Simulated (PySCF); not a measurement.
C$_{4}$H$_{12}$Ge, triplet, at the geometry of the source list (a higher spin typed on purpose: for a closed-shell molecule this is an excited state); DF-REVPBE/def2-SVP run with PySCF.

Here is a job for PySCF.
```python
from pyscf import gto, scf, dft

mol = gto.M(
    atom='''
Ge    0.73830000    1.69310000    0.19690000
C    -0.05660000   -0.13480000   -0.01790000
C    -0.23480000   -0.76880000    1.35770000
C     0.87540000   -0.99630000   -0.86300000
C    -1.41360000   -0.01690000   -0.70370000
H     1.96980000    1.67370000    1.04740000
H     1.12640000    2.30020000   -1.12050000
H    -0.22250000    2.64310000    0.84550000
H    -0.66120000   -1.77000000    1.26630000
H     0.72300000   -0.85220000    1.86990000
H    -0.90450000   -0.16830000    1.97240000
H     1.84840000   -1.09430000   -0.38190000
H     1.02290000   -0.55210000   -1.84820000
H     0.45900000   -1.99480000   -0.99710000
H    -1.30850000    0.41750000   -1.69900000
H    -2.08280000    0.61920000   -0.11980000
H    -1.87860000   -0.99840000   -0.80510000
''',
    basis='def2-svp',
    spin=2,
    verbose=4,
)

mf = dft.UKS(mol)
mf.xc = 'revpbe'
mf = mf.density_fit(auxbasis='def2-universal-jkfit')
mf.kernel()
```

What the program printed (banner, timings and long lists left out):

```
PySCF version 2.14.0

[INPUT] verbose = 4
[INPUT] num. atoms = 17
[INPUT] num. electrons = 68
[INPUT] charge = 0
[INPUT] spin (= nelec alpha-beta = 2S) = 2
[INPUT] symmetry False subgroup None
[INPUT] Mole.unit = angstrom
[INPUT] Symbol           X                Y                Z      unit          X                Y                Z       unit  Magmom
[INPUT]  1 Ge     0.738300000000   1.693100000000   0.196900000000 AA    1.395184797766   3.199495301501   0.372087073927 Bohr   0.0
[INPUT]  2 C     -0.056600000000  -0.134800000000  -0.017900000000 AA   -0.106958498650  -0.254735081591  -0.033826097630 Bohr   0.0
[INPUT]  3 C     -0.234800000000  -0.768800000000   1.357700000000 AA   -0.443707694048  -1.452821444566   2.565681159322 Bohr   0.0
[INPUT]  4 C      0.875400000000  -0.996300000000  -0.863000000000 AA    1.654266249444  -1.882734137904  -1.630833645500 Bohr   0.0
[INPUT]  5 C     -1.413600000000  -0.016900000000  -0.703700000000 AA   -2.671316849685  -0.031936371505  -1.329800273856 Bohr   0.0
[INPUT]  6 H      1.969800000000   1.673700000000   1.047400000000 AA    3.722382520168   3.162834614685   1.979299142869 Bohr   0.0
[INPUT]  7 H      1.126400000000   2.300200000000  -1.120500000000 AA    2.128587506710   4.346748031725  -2.117438122575 Bohr   0.0
[INPUT]  8 H     -0.222500000000   2.643100000000   0.845500000000 AA   -0.420464062716   4.994735119838   1.597763438320 Bohr   0.0
[INPUT]  9 H     -0.661200000000  -1.770000000000   1.266300000000 AA   -1.249486913562  -3.344815240480   2.392960191537 Bohr   0.0
[INPUT] 10 H      0.723000000000  -0.852200000000   1.869900000000 AA    1.366271988061  -1.610424603354   3.533598880324 Bohr   0.0
[INPUT] 11 H     -0.904500000000  -0.168300000000   1.972400000000 AA   -1.709257279669  -0.318040906764   3.727295808092 Bohr   0.0
[INPUT] 12 H      1.848400000000  -1.094300000000  -0.381900000000 AA    3.492969768646  -2.067927298112  -0.721686406971 Bohr   0.0
[INPUT] 13 H      1.022900000000  -0.552100000000  -1.848200000000 AA    1.933000852818  -1.043317793372  -3.492591823421 Bohr   0.0
[INPUT] 14 H      0.459000000000  -1.994800000000  -0.997100000000 AA    0.867384291175  -3.769625673282  -1.884245918804 Bohr   0.0
[INPUT] 15 H     -1.308500000000   0.417500000000  -1.699000000000 AA   -2.472706633993   0.788960657006  -3.210644685636 Bohr   0.0
[INPUT] 16 H     -2.082800000000   0.619200000000  -0.119800000000 AA   -3.935921572244   1.170118416331  -0.226389189723 Bohr   0.0
[INPUT] 17 H     -1.878600000000  -0.998400000000  -0.805100000000 AA   -3.550039497608  -1.886702562766  -1.521418502887 Bohr   0.0

nuclear repulsion = 378.1253332172
number of shells = 72
number of NR pGTOs = 254
number of NR cGTOs = 148
basis = def2-svp
ecp = {}

******** <class 'pyscf.df.df_jk.DFUKS'> ********
method = DFUKS
initial guess = minao
damping factor = 0
level_shift factor = 0
DIIS = <class 'pyscf.scf.diis.CDIIS'>
diis_start_cycle = 1
diis_space = 8
diis_damp = 0
SCF conv_tol = 1e-09
SCF conv_tol_grad = None
SCF max_cycles = 50
direct_scf = False
number electrons alpha = 35  beta = 33
XC library pyscf.dft.libxc version 7.1.2
    S. Lehtola, C. Steigemann, M. J. T. Oliveira, and M. A. L. Marques,  SoftwareX 7, 1–5 (2018)
XC functionals = revpbe
    Y. Zhang and W. Yang,  Phys. Rev. Lett. 80, 890 (1998)
    J. P. Perdew, K. Burke, and M. Ernzerhof,  Phys. Rev. Lett. 77, 3865 (1996)
    J. P. Perdew, K. Burke, and M. Ernzerhof,  Phys. Rev. Lett. 78, 1396 (1997)
radial grids:
    Treutler-Ahlrichs [JCP 102, 346 (1995); DOI:10.1063/1.469408] (M4) radial grids

becke partition: Becke, JCP 88, 2547 (1988); DOI:10.1063/1.454033
pruning grids: <function nwchem_prune>
grids dens level: 3
symmetrized grids: False
atomic radii adjust function: <function treutler_atomic_radii_adjust>
small_rho_cutoff = 0
Set gradient conv threshold to 3.16228e-05
tot grids = 194808
init E= -2235.42500698432

cycle= 1 E= -2235.71678183594  delta_E= -0.292  |g|= 0.465  |ddm|= 4.83

cycle= 2 E= -2235.63231436619  delta_E= 0.0845  |g|= 0.651  |ddm|= 2.06

cycle= 3 E= -2235.78715677853  delta_E= -0.155  |g|= 0.119  |ddm|= 3.23

cycle= 4 E= -2235.79791228529  delta_E= -0.0108  |g|= 0.0453  |ddm|= 2.21

cycle= 5 E= -2235.79901779899  delta_E= -0.00111  |g|= 0.0167  |ddm|= 0.309

cycle= 6 E= -2235.79922690587  delta_E= -0.000209  |g|= 0.00312  |ddm|= 0.101

cycle= 7 E= -2235.79923398656  delta_E= -7.08e-06  |g|= 0.000977  |ddm|= 0.035

cycle= 8 E= -2235.79923481224  delta_E= -8.26e-07  |g|= 0.000272  |ddm|= 0.00496

cycle= 9 E= -2235.79923487551  delta_E= -6.33e-08  |g|= 9.25e-05  |ddm|= 0.0034

cycle= 10 E= -2235.79923488139  delta_E= -5.88e-09  |g|= 4.51e-05  |ddm|= 0.000691

cycle= 11 E= -2235.79923488253  delta_E= -1.15e-09  |g|= 1.9e-05  |ddm|= 0.000144

cycle= 12 E= -2235.79923488279  delta_E= -2.6e-10  |g|= 5.49e-06  |ddm|= 9.6e-05

Extra cycle  E= -2235.79923488274  delta_E= 5.73e-11  |g|= 1.07e-05  |ddm|= 9.74e-05
converged SCF energy = -2235.79923488274  <S^2> = 2.003138  2S+1 = 3.0020912
```
